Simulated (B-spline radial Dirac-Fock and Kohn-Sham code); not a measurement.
Elastic electron scattering at 100 keV, H to Mn

Method: relativistic (Dirac) partial waves in the static field of the Dirac-Fock atom with Furness-McCarthy exchange, without polarisation or absorption potentials. Computed with a radial B-spline solver. σ_tr1 and σ_tr2 weight the cross section with 1 − P₁ and 1 − P₂ of cos θ; "backward" is the share scattered beyond 90°.

| Z | element | σ (a₀²) | σ_tr1 (a₀²) | σ_tr2 (a₀²) | backward (%) | dσ/dΩ at 90° (a₀²/sr) |
| --- | --- | --- | --- | --- | --- | --- |
| 1 | H | 0.00130 | 1.22e-06 | 3.32e-06 | 0.0042 | 1.87e-08 |
| 2 | He | 0.00196 | 4.34e-06 | 1.16e-05 | 0.011 | 7.52e-08 |
| 3 | Li | 0.0128 | 9.64e-06 | 2.57e-05 | 0.0039 | 1.70e-07 |
| 4 | Be | 0.0203 | 1.71e-05 | 4.55e-05 | 0.0044 | 3.03e-07 |
| 5 | B | 0.0255 | 2.64e-05 | 7.03e-05 | 0.0054 | 4.76e-07 |
| 6 | C | 0.0287 | 3.75e-05 | 9.97e-05 | 0.0070 | 6.89e-07 |
| 7 | N | 0.0310 | 5.04e-05 | 0.000133 | 0.0089 | 9.42e-07 |
| 8 | O | 0.0326 | 6.48e-05 | 0.000171 | 0.011 | 1.24e-06 |
| 9 | F | 0.0339 | 8.08e-05 | 0.000213 | 0.014 | 1.57e-06 |
| 10 | Ne | 0.0349 | 9.83e-05 | 0.000258 | 0.016 | 1.95e-06 |
| 12 | Mg | 0.0721 | 0.000140 | 0.000367 | 0.011 | 2.85e-06 |
| 13 | Al | 0.0914 | 0.000164 | 0.000428 | 0.011 | 3.36e-06 |
| 14 | Si | 0.105 | 0.000189 | 0.000495 | 0.011 | 3.93e-06 |
| 15 | P | 0.115 | 0.000216 | 0.000566 | 0.011 | 4.54e-06 |
| 16 | S | 0.123 | 0.000246 | 0.000641 | 0.012 | 5.20e-06 |
| 17 | Cl | 0.130 | 0.000276 | 0.000720 | 0.013 | 5.91e-06 |
| 18 | Ar | 0.135 | 0.000309 | 0.000803 | 0.014 | 6.67e-06 |
| 19 | K | 0.178 | 0.000343 | 0.000893 | 0.012 | 7.49e-06 |
| 20 | Ca | 0.212 | 0.000380 | 0.000988 | 0.011 | 8.36e-06 |
| 21 | Sc | 0.218 | 0.000418 | 0.00108 | 0.012 | 9.28e-06 |
| 22 | Ti | 0.222 | 0.000458 | 0.00118 | 0.013 | 1.03e-05 |
| 23 | V | 0.224 | 0.000498 | 0.00129 | 0.015 | 1.13e-05 |
| 24 | Cr | 0.208 | 0.000540 | 0.00139 | 0.017 | 1.24e-05 |
| 25 | Mn | 0.226 | 0.000584 | 0.00151 | 0.017 | 1.36e-05 |
